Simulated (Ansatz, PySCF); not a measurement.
C4H7O2, SMILES C[CH]OC(C)=O, multiplicity 2. Atoms are numbered in the order given.

```xyz
13

C      2.5442     0.6574     0.1688
C      1.3256    -0.1455     0.3891
O      0.1558     0.4523    -0.0120
C     -0.9905    -0.2960    -0.0292
C     -2.1566     0.5532    -0.4403
O     -1.0179    -1.4648     0.2633
H      3.4039     0.1966     0.6762
H      2.8017     0.7492    -0.9069
H      2.4209     1.6846     0.5526
H      1.2845    -1.2263     0.5396
H     -1.9333     1.0870    -1.3758
H     -2.3473     1.3177     0.3293
H     -3.0450    -0.0772    -0.5607
```
Charge 0, spin multiplicity 2.

Geometry: r2SCAN-D4/def2-SVP. The isomer is the one that the SMILES or the coordinates give; other isomers of the formula were not compared. Other conformers were not sampled.

Two levels are set side by side: PBE-D3(BJ)/def2-SVP (Ansatz, a program for electronic structure) and r2SCAN-D4/def2-SVP (Ansatz). Each level has its own optimised geometry; the coordinates shown are those of the second. Frequencies come from the Hessian of PySCF at each geometry. Differences are taken from unrounded values.

```json
[
 {"quantity": "mean bond length (Å)", "r2SCAN-D4": "1.219"},
 {"quantity": "bond C1–C2 (Å)", "r2SCAN-D4": "1.476"},
 {"quantity": "bond C2–O3 (Å)", "r2SCAN-D4": "1.374"},
 {"quantity": "bond O3–C4 (Å)", "r2SCAN-D4": "1.369"},
 {"quantity": "bond C4–C5 (Å)", "r2SCAN-D4": "1.500"},
 {"quantity": "bond C4–O6 (Å)", "r2SCAN-D4": "1.205"},
 {"quantity": "bond C1–H7 (Å)", "r2SCAN-D4": "1.100"},
 {"quantity": "bond C1–H8 (Å)", "r2SCAN-D4": "1.110"},
 {"quantity": "bond C1–H9 (Å)", "r2SCAN-D4": "1.104"},
 {"quantity": "bond C2–H10 (Å)", "r2SCAN-D4": "1.092"},
 {"quantity": "bond C5–H11 (Å)", "r2SCAN-D4": "1.100"},
 {"quantity": "bond C5–H12 (Å)", "r2SCAN-D4": "1.101"},
 {"quantity": "bond C5–H13 (Å)", "r2SCAN-D4": "1.096"},
 {"quantity": "highest harmonic wavenumber (cm⁻¹)", "r2SCAN-D4": "3226"},
 {"quantity": "mean harmonic wavenumber (cm⁻¹)", "r2SCAN-D4": "1366"},
 {"quantity": "zero-point energy (kcal/mol)", "r2SCAN-D4": "64.45"}
]
```

Question: What does PBE-D3(BJ) give, and how far is it from r2SCAN-D4? (An estimate is asked for; the answer gives what the named calculation found.)

Answer: 
```json
[
 {"quantity": "mean bond length (Å)", "PBE-D3(BJ)": "1.226", "PBE-D3(BJ) minus r2SCAN-D4": "0.007"},
 {"quantity": "bond C1–C2 (Å)", "PBE-D3(BJ)": "1.479", "PBE-D3(BJ) minus r2SCAN-D4": "0.003"},
 {"quantity": "bond C2–O3 (Å)", "PBE-D3(BJ)": "1.369", "PBE-D3(BJ) minus r2SCAN-D4": "-0.005"},
 {"quantity": "bond O3–C4 (Å)", "PBE-D3(BJ)": "1.384", "PBE-D3(BJ) minus r2SCAN-D4": "0.015"},
 {"quantity": "bond C4–C5 (Å)", "PBE-D3(BJ)": "1.506", "PBE-D3(BJ) minus r2SCAN-D4": "0.006"},
 {"quantity": "bond C4–O6 (Å)", "PBE-D3(BJ)": "1.214", "PBE-D3(BJ) minus r2SCAN-D4": "0.009"},
 {"quantity": "bond C1–H7 (Å)", "PBE-D3(BJ)": "1.107", "PBE-D3(BJ) minus r2SCAN-D4": "0.008"},
 {"quantity": "bond C1–H8 (Å)", "PBE-D3(BJ)": "1.119", "PBE-D3(BJ) minus r2SCAN-D4": "0.009"},
 {"quantity": "bond C1–H9 (Å)", "PBE-D3(BJ)": "1.112", "PBE-D3(BJ) minus r2SCAN-D4": "0.008"},
 {"quantity": "bond C2–H10 (Å)", "PBE-D3(BJ)": "1.100", "PBE-D3(BJ) minus r2SCAN-D4": "0.008"},
 {"quantity": "bond C5–H11 (Å)", "PBE-D3(BJ)": "1.106", "PBE-D3(BJ) minus r2SCAN-D4": "0.006"},
 {"quantity": "bond C5–H12 (Å)", "PBE-D3(BJ)": "1.111", "PBE-D3(BJ) minus r2SCAN-D4": "0.009"},
 {"quantity": "bond C5–H13 (Å)", "PBE-D3(BJ)": "1.105", "PBE-D3(BJ) minus r2SCAN-D4": "0.009"},
 {"quantity": "highest harmonic wavenumber (cm⁻¹)", "PBE-D3(BJ)": "3153", "PBE-D3(BJ) minus r2SCAN-D4": "-72"},
 {"quantity": "mean harmonic wavenumber (cm⁻¹)", "PBE-D3(BJ)": "1329", "PBE-D3(BJ) minus r2SCAN-D4": "-37"},
 {"quantity": "zero-point energy (kcal/mol)", "PBE-D3(BJ)": "62.68", "PBE-D3(BJ) minus r2SCAN-D4": "-1.76"}
]
```
